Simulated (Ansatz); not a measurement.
Isolated molecules relaxed with PBE0-D4/def2-TZVP in Ansatz; ΔE leaves out vibrations. CCSD(T)/CBS adds triple-zeta CCSD(T) − MP2 to the extrapolated MP2 energy (def2 sets, frozen cores). Functionals use def2-TZVPP. Each species was taken in one conformer, which may not be the lowest.

Consider the isomerisation: `OCNBF` → `NBOCF`.

```json
{"level": "PBE0-D4", "ΔE (kJ/mol)": "15.8"}
{"level": "PBE", "ΔE (kJ/mol)": "13.8"}
{"level": "r2SCAN", "ΔE (kJ/mol)": "12.4"}
{"level": "HF/def2-QZVPP", "ΔE (kJ/mol)": "10.9"}
```

(1) What does CCSD(T)/CBS give? (Best estimate.)

Largest T1 diagnostic among the species: 0.012.

Answers

(1) Ansatz gave: +18.8 kJ/mol. The listed levels differ from it by -3.0, -5.0, -6.4, -7.9 kJ/mol.

In def2-TZVPP, CCSD(T) changes the Hartree–Fock value by +6.6 kJ/mol (the triples alone add −0.1 kJ/mol) and MP2 by +10.0 kJ/mol.
